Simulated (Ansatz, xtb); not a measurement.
**Relaxing a trial structure of C5H7AlO**

The starting geometry of this gas-phase singlet was built from a drawn formula by distance geometry and a force field; its bonds are those of `C#C[CH2][AlH][CH2]C=O`.

```yaml
atoms:
  - { symbol: C, position_ang: [3.0865, 1.6087, 2.1227] }
  - { symbol: C, position_ang: [2.1004, 1.1082, 2.6196] }
  - { symbol: C, position_ang: [0.8501, 0.5027, 3.1162] }
  - { symbol: C, position_ang: [-0.3395, -0.5100, 0.0269] }
  - { symbol: C, position_ang: [0.8225, -0.0558, -0.7275] }
  - { symbol: Al, position_ang: [-0.5458, 0.4887, 1.7167] }
  - { symbol: O, position_ang: [1.9486, -0.2996, -0.4617] }
  - { symbol: H, position_ang: [4.0071, 2.0349, 1.7303] }
  - { symbol: H, position_ang: [0.5533, 1.0791, 3.9943] }
  - { symbol: H, position_ang: [1.0941, -0.5604, 3.3822] }
  - { symbol: H, position_ang: [-1.9524, 1.3221, 1.9722] }
  - { symbol: H, position_ang: [-0.2210, -1.6758, 0.2692] }
  - { symbol: H, position_ang: [-1.2666, -0.4339, -0.5580] }
  - { symbol: H, position_ang: [0.6709, 0.5520, -1.6924] }
```

Problem. Predict what it relaxes into with r2SCAN-D4/def2-SVP.

Solution. New bonds form, giving a structure given below by its coordinates. Distances that change by over a tenth: C3–Al6 (1.98 → 2.29 Å). Contacts that close: C1–Al6 (3.82 → 2.04 Å), C2–Al6 (2.86 → 2.09 Å).

The energy falls by 1.09 eV over 28 steps:

| step | E − E(last) (eV) |
| --- | --- |
| 1 | 1.090 |
| 4 | 0.719 |
| 7 | 0.583 |
| 10 | 0.435 |
| 13 | 0.270 |
| 16 | 0.108 |
| 19 | 0.043 |
| 22 | 0.002 |
| 25 | 0.000 |
| 28 | 0.000 |

Final geometry (Å):

| atom | x (Å) | y (Å) | z (Å) |
| --- | --- | --- | --- |
| C | 1.7333 | 2.1120 | 1.6552 |
| C | 1.8162 | 1.1170 | 2.4677 |
| C | 1.2716 | 0.0065 | 3.0385 |
| C | -0.2469 | -0.1356 | 0.0335 |
| C | 1.0972 | -0.6437 | -0.3049 |
| Al | -0.0585 | 1.1404 | 1.5550 |
| O | 1.6756 | -1.5437 | 0.2746 |
| H | 2.4016 | 2.9062 | 1.3310 |
| H | 0.8974 | 0.0455 | 4.0691 |
| H | 1.5153 | -0.9781 | 2.6122 |
| H | -1.2853 | 1.7911 | 2.3097 |
| H | -0.8932 | -0.9424 | 0.4215 |
| H | -0.7323 | 0.3729 | -0.8160 |
| H | 1.6162 | -0.0874 | -1.1365 |

From the same start GFN2-xTB ends elsewhere, differing in C1–Al6 (3.59 against 2.04 Å here), C2–Al6 (2.70 against 2.09 Å here), C4–Al6 (3.87 against 1.99 Å here), Al6–O7 (1.66 against 3.44 Å here).

The end wasn't checked by frequencies. Run with Ansatz 0.2.0, 78 s on 2 threads of Intel(R) Xeon(R) 6975P-C (Granite Rapids), on a shared host.
